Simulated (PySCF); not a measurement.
C7H7NO2.
Geometry (PBE0-D3(BJ)/def2-SVP, Å), atoms numbered from 1 in this order:
```xyz
17
C7H7NO2 angstrom
C      3.188   -0.129    0.354
O      1.786   -0.160    0.557
C      1.037    0.124   -0.510
O      1.491    0.400   -1.591
C     -0.422    0.060   -0.209
C     -0.921   -0.278    1.050
C     -2.304   -0.312    1.221
N     -3.172   -0.039    0.250
C     -2.688    0.282   -0.948
C     -1.326    0.346   -1.233
H      3.644   -0.339    1.328
H      3.507    0.856   -0.015
H      3.492   -0.889   -0.381
H     -0.242   -0.507    1.872
H     -2.729   -0.574    2.197
H     -3.424    0.501   -1.730
H     -0.954    0.610   -2.224
```

Theory: PySCF 2.14.0, PBE0-D3(BJ)/def2-SVP geometry optimisation, gas phase.

Masses are those of the commonest isotopes; rigid-rotor values at the optimised geometry. The values belong to one conformer with, in the numbering `[CH3:1][O:2][C:3](=[O:4])[c:5]1[cH:6][cH:7][n:8][cH:9][cH:10]1`, C1–O2–C3–O4 0°, O2–C3–C5–C6 -1°.

(1) What are A, B and C (cm⁻¹)?

(2) What kind of rotor is it?

(3) What does the inertial defect say?

(4) List the rotational levels J(Ka,Kc) to J = 5 (MHz).

(5) Predict some low-J microwave lines.

Results:

(1) Ia = 138.16, Ib = 600.29, Ic = 735.24 u·Å²; 505379 MHz·u·Å²/I gives 3658, 841.9 and 687.4 MHz, that is A = 0.12202, B = 0.02808, C = 0.02293 cm⁻¹.

(2) An asymmetric top. Ray's parameter κ = (2B − A − C)/(A − C) = -0.896; −1 is the prolate and +1 the oblate limit.

(3) Not planar: Δ = Ic − Ia − Ib = -3.21 u·Å². For a rigid frame Δ = −2 Σ m c², so Σ m c² = 1.61 u·Å² lies off the ab plane, practically all of it from hydrogen. The atom farthest from that plane is 0.92 Å away.

(4) Above 0(0,0):
J = 1: 1(0,1) 1529, 1(1,1) 4345, 1(1,0) 4500
J = 2: 2(0,2) 4582, 2(1,2) 7249, 2(1,1) 7713, 2(2,1) 16161, 2(2,0) 16167
J = 3: 3(0,3) 9145, 3(1,3) 11602, 3(1,2) 12529, 3(2,2) 20749, 3(2,1) 20780, 3(3,1) 35220, 3(3,0) 35220
J = 4: 4(0,4) 15200, 4(1,4) 17398, 4(1,3) 18942, 4(2,3) 26861, 4(2,2) 26953, 4(3,2) 41349, 4(3,1) 41350, 4(4,1) 61591, 4(4,0) 61591
J = 5: 5(0,5) 22726, 5(1,5) 24632, 5(1,4) 26946, 5(2,4) 34494, 5(2,3) 34707, 5(3,3) 49015, 5(3,2) 49019, 5(4,2) 69251, 5(4,1) 69251, 5(5,1) 95279, 5(5,0) 95279
Those of J = 1 are B + C, A + C and A + B.

(5) The dipole components are |μa| = 2.05 D, |μb| = 1.46 D, |μc| = 0.00 D. The squared components, which scale the intensities, stand as 1.00 : 0.51 : 0.00 (a : b : c). Some lines, for components of 0.1 D or more:

```
type  branch         J(Ka,Kc)    MHz  lower level (cm⁻¹)
   a       Q  2(1,1) ← 2(1,2)    464               0.242
   a       R  1(0,1) ← 0(0,0)   1529               0.000
   b       R  3(0,3) ← 2(1,2)   1895               0.242
   a       R  2(1,2) ← 1(1,1)   2904               0.145
   b       Q  1(1,0) ← 1(0,1)   2971               0.051
   a       R  2(0,2) ← 1(0,1)   3052               0.051
   b       Q  2(1,1) ← 2(0,2)   3131               0.153
   a       R  2(1,1) ← 1(1,0)   3213               0.150
   b       Q  3(1,2) ← 3(0,3)   3384               0.305
   b       R  1(1,1) ← 0(0,0)   4345               0.000
   a       R  3(1,3) ← 2(1,2)   4352               0.242
   a       R  3(0,3) ← 2(0,2)   4563               0.153
   a       R  3(2,2) ← 2(2,1)   4588               0.539
   a       R  3(2,1) ← 2(2,0)   4612               0.539
   b       R  2(1,2) ← 1(0,1)   5720               0.051
   b       R  3(1,3) ← 2(0,2)   7020               0.153
   b       Q  3(2,1) ← 3(1,2)   8251               0.418
   b       Q  2(2,0) ← 2(1,1)   8455               0.257
   b       Q  2(2,1) ← 2(1,2)   8912               0.242
   b       Q  3(2,2) ← 3(1,3)   9147               0.387
   b       R  2(2,0) ← 1(1,1)  11822               0.145
   b       R  3(2,2) ← 2(1,1)  13036               0.257
   b       R  3(2,1) ← 2(1,2)  13531               0.242
   b       Q  3(3,1) ← 3(2,2)  14471               0.692
   b       R  3(3,0) ← 2(2,1)  19059               0.539
```

No frequency check. Zero-point vibration and centrifugal distortion are left out. A rigid rotor knows nothing of internal rotation, which can split or shift real lines. Quadrupole hyperfine structure (14N) is left out.

On one thread, Arm Neoverse V1, no GPU, shared host, this took 3.3 min wall. These figures are those of the optimisation.
